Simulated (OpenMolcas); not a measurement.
3d ions of charge +3 along the row

```yaml
Program: OpenMolcas 26.06
Method: MS-CASPT2, IPEA 0.25 Eh, imaginary shift 0.1 Eh
Basis: ANO-RCC-VTZP
Scalar_Hamiltonian: DKH2, point nucleus
Spin-orbit_coupling: state interaction with AMFI integrals over the reference wave functions, term energies averaged over their components
```

Active space: the 3d shell; CASPT2 also correlates the outermost closed s and p core shells.

B and C come from two terms' centres of gravity (d2, d8: 3P = 15B, 1G = 12B + 2C; d3, d7: 4P = 15B, 2G = 4B + 3C; d4, d6: 3G = 9B + 4C, 3H = 4B + 4C; d5: 4D = 17B + 5C, 4G = 10B + 5C, above the ground term), where all their levels are at least 80 % pure. ζ = ±2S·A comes from the whole width of the ground multiplet by E(J) = (A/2) J(J+1), where its levels are at least 85 % pure. Energies in cm-1.

```
 Ion  Configuration  Lowest level  Weight (%)     B  B measured     C  C measured    ζ  ζ measured
Cr3+            3d3        4F 3/2         100   951         917  3725        3677  286         270
Mn3+            3d4           5D0         100   876         839  4535        4401  383         354
Fe3+            3d5        6S 5/2         100   959              4871                             
Co3+            3d6           5D4         100  1112              4960              617         597
Ni3+            3d7        4F 9/2         100  1171        1146  4902        4863  729         749
```

Measured columns use the levels in Sugar and Corliss, J. Phys. Chem. Ref. Data 6, 317 (1977) (Cr3+); Corliss and Sugar, J. Phys. Chem. Ref. Data 6, 1253 (1977) (Mn3+); Sugar and Corliss, J. Phys. Chem. Ref. Data 10, 1097 (1981) (Co3+); Corliss and Sugar, J. Phys. Chem. Ref. Data 10, 197 (1981) (Ni3+).

The computed B goes from 951 (Cr3+) to 1171 cm-1 (Ni3+), a factor of 1.23, though not at every step. It departs from the measured column by +2 to +4 %. The Trees term is left out, which lowers the B read from the levels of every ion, most for d4 to d6. The pair of terms that fixes B changes along the row, so steps between ions also reflect that choice.

The computed ζ goes from 286 (Cr3+) to 729 cm-1 (Ni3+), a factor of 2.55, rising at every step. It departs from the measured column by -3 to +8 %.

Term energies are means over components that CASPT2 splits; among the low terms the widest spread is 1200 cm-1 (3d4 1I, Mn3+). Terms from blocks run as CI alone lack orbitals of their own. The CASPT2 spread within a term exceeds the gap to the next term for 3d4 3H and 3d4 3P(1), 3d4 3D and 3d4 1G(1), 3d4 1G(1) and 3d4 1I and others, so the order of their levels is uncertain, and so are names and mixing where such terms share a J (figures for Mn3+; the like holds for Fe3+, Co3+, Ni3+). Blocks of more than 70 roots (2S+1 = 2 even) ran without multistate coupling (holds for Fe3+). Measured partners are found by configuration, term and J. A level has none where our copy of the source lacks it or the pairing is in doubt (some pairs that miss far off the trend of their configuration count as doubtful), and it then counts in no deviation. Only configurations of the active space appear.

A number in round brackets counts repeated terms of one configuration in the order of the reference energies.
